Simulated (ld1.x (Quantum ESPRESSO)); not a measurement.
## silicon (Si), TM: configuration errors across variants

ld1.x (Quantum ESPRESSO) 7.5 input, shortened:

```
&input
   title='Si', zed=14., rel=0, dft='PBE', iswitch=3,
   config='[Ne] 3s2 3p0.5 3d-2'
 /
 &inputp
   pseudotype=2, tm=.true., lloc=1,
   nlcc=.true.
 /
3
3S  1  0   2.00   0.00  1.55  1.55  0.0
3D  3  2  -2.00   0.05  1.70  1.70  0.0
3P  2  1   0.50   0.00  1.80  1.80  0.0
 &test
   configts(1)='3s2 3p0.5'
 /
```

All-electron excitation energies from the reference (eV): (1) 3s2 3p2 -14.646; (2) 3s2 3p1 -6.895; (3) 3s2 3p0 9.110; (4) 3s2 3p1.5 -11.720; (5) 3s1 3p0 43.011; (6) 3s1 3p3 -7.887; (7) 3s1 3p2 0.473.

Errors AE − PS in meV (a dash: test not solved or not reliable):

| change | (1) | (2) | (3) | (4) | (5) | (6) | (7) | bound ghosts |
| --- | --- | --- | --- | --- | --- | --- | --- | --- |
| base | +7.9 | +1.5 | +2.3 | +4.7 | +35 | +3.2 | -0.8 | none |
| all radii but the core radius scaled by about 0.79 (s 1.22, p 1.42, d 1.34 bohr) | +11 | +2.0 | +2.7 | +6.5 | +36 | +7.7 | +1.6 | none |
| all radii but the core radius scaled by about 1.13 (s 1.76, p 2.04, d 1.92 bohr) | +7.8 | +1.5 | +2.4 | +4.7 | +36 | +2.5 | -1.4 | none |
| all radii but the core radius scaled by about 1.23 (s 1.90, p 2.22, d 2.08 bohr) | +8.0 | +1.5 | +2.4 | +4.8 | +32 | +1.9 | -2.2 | none |
| all radii but the core radius scaled by about 1.38 (s 2.14, p 2.48, d 2.34 bohr) | +9.2 | +1.7 | +2.4 | +5.4 | +15 | -0.1 | -5.5 | none |

(1) Give the same row for: all radii but the core radius scaled by about 0.89 (s 1.38, p 1.60, d 1.52 bohr).

## Answers

(1) +9.1, +1.6, +2.4, +5.3, +34, +4.9, +0.1; bound ghosts: none.
